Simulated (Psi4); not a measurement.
Interaction energy of H9N3Si3 ··· HCl (SMILES N1[SiH2]N[SiH2]N[SiH2]1 and Cl). Monomers: optimised at B3LYP-D3(BJ) (def2-SVP and def2-TZVP), held rigid. Orientation: a higher rigid-body minimum at GFN2-xTB. Only R, the distance of the centres of mass, is varied, so the lowest point isn't the relaxed dimer.

Geometry at R = 4.45 Å (first 15 atoms: monomer A):
```
17

Si     1.7098    -0.4400    -0.4149
N      0.2444    -1.3940    -0.4272
Si    -1.1939    -1.2467     0.5560
N     -1.4612     0.4665     0.6928
Si    -0.5310     1.6117    -0.2497
N      1.1688     1.1976    -0.1886
H      2.3914    -0.7238    -1.7144
H      2.6799    -0.7717     0.6746
H      0.2151    -2.1310    -1.1276
H     -2.2575    -2.0138    -0.1611
H     -1.0885    -1.8201     1.9338
H     -1.9657     0.8202     1.5011
H     -0.7092     2.9675     0.3436
H     -1.0038     1.6119    -1.6615
H      1.8013     1.8657     0.2433
Cl     1.4583    -4.1165     0.9298
H      1.0019    -2.9978     0.5011
```

Methods: PBE/def2-TZVP, counterpoise-corrected (Psi4); PBE-D3(BJ)/def2-TZVP, counterpoise-corrected (Psi4); PBE0/def2-TZVP, counterpoise-corrected (Psi4); wB97X-D/def2-TZVP, counterpoise-corrected (Psi4).

Interaction energies in kcal/mol; the last columns give the difference from wB97X-D:

| R / Å | PBE/def2-TZVP | PBE-D3(BJ)/def2-TZVP | PBE0/def2-TZVP | wB97X-D/def2-TZVP | PBE/def2-TZVP − wB97X-D/def2-TZVP | PBE-D3(BJ)/def2-TZVP − wB97X-D/def2-TZVP | PBE0/def2-TZVP − wB97X-D/def2-TZVP |
|---|---|---|---|---|---|---|---|
| 4.04 | 3.88 | 1.28 | 4.00 | 4.34 | -0.46 | -3.06 | -0.34 |
| 4.29 | -0.76 | -3.05 | -0.57 | -1.02 | 0.26 | -2.03 | 0.45 |
| 4.45 | -1.86 | -3.94 | -1.66 | -2.43 | 0.57 | -1.51 | 0.77 |
| 4.67 | -2.25 | -4.04 | -2.04 | -3.03 | 0.79 | -1.01 | 1.00 |
| 4.88 | -2.05 | -3.58 | -1.85 | -2.87 | 0.82 | -0.71 | 1.02 |
| 5.12 | -1.63 | -2.88 | -1.45 | -2.35 | 0.72 | -0.53 | 0.89 |
| 5.49 | -1.01 | -1.90 | -0.88 | -1.49 | 0.49 | -0.40 | 0.62 |
| 5.95 | -0.49 | -1.05 | -0.42 | -0.79 | 0.29 | -0.27 | 0.37 |
| 6.62 | -0.14 | -0.42 | -0.12 | -0.32 | 0.17 | -0.10 | 0.20 |
| 7.66 | 0.00 | -0.10 | 0.00 | -0.08 | 0.08 | -0.02 | 0.08 |
| 8.95 | 0.01 | -0.03 | 0.00 | -0.02 | 0.03 | 0.00 | 0.03 |

PBE/def2-TZVP is furthest from wB97X-D/def2-TZVP at 4.88 (0.82 kcal/mol, above); its mean absolute difference over the points is 0.43 kcal/mol.

PBE-D3(BJ)/def2-TZVP is furthest from wB97X-D/def2-TZVP at 4.04 (-3.06 kcal/mol, below); its mean absolute difference over the points is 0.88 kcal/mol.

PBE0/def2-TZVP is furthest from wB97X-D/def2-TZVP at 4.88 (1.02 kcal/mol, above); its mean absolute difference over the points is 0.52 kcal/mol.
